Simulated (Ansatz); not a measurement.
`COC(C)(OC)OC` → 5 C• + 12 H• + 3 O•  (atomization)

Program: Ansatz. Geometries: PBE0-D4/def2-TZVP. ΔE: electronic, gas phase. CBS: MP2 limit from def2 TZ/QZ plus the TZ coupled-cluster correction, frozen cores. This one scheme is used for every species, atoms too. For atomizations the MP2-based limit and the directly extrapolated one differ by several kJ/mol either way, and by 10 to 25 for some Ge, Se and Sn compounds, so smaller differences from it don't rank the levels. DFT in def2-TZVPP. Open shells (•) are unrestricted, without spin–orbit coupling. Spin–orbit coupling would lower the free atoms: a little for C, O. One conformer a species, not always the lowest.

CCSD(T)/CBS gives +81.60 eV.

Q: Another level gave +81.84 eV. Which?
A. r2SCAN-D4/def2-TZVPP
B. r2SCANh/def2-TZVPP
C. CCSD(T)/def2-TZVPP
D. ωB97M-V/def2-TZVPP

A: D. ωB97M-V 81.84, r2SCAN-D4 81.79, r2SCANh 81.11, CCSD(T)/def2-TZVPP 79.64 eV.

Largest T1 diagnostic among the species: 0.011.

From BLYP to BHLYP (50 % exact exchange), in def2-TZVPP and without D4, ΔE moves by −2.09 eV: exact exchange takes away binding that semilocal exchange gives to molecules. Leaving LDA and LC-ωPBE aside and taking each functional with its dispersion term where it has one, the values, not all of them listed here, spread over 4.63 eV, from BHLYP-D4 to PBE-D4. LDA lies +11.48 eV from PBE without D4, its usual overbinding.
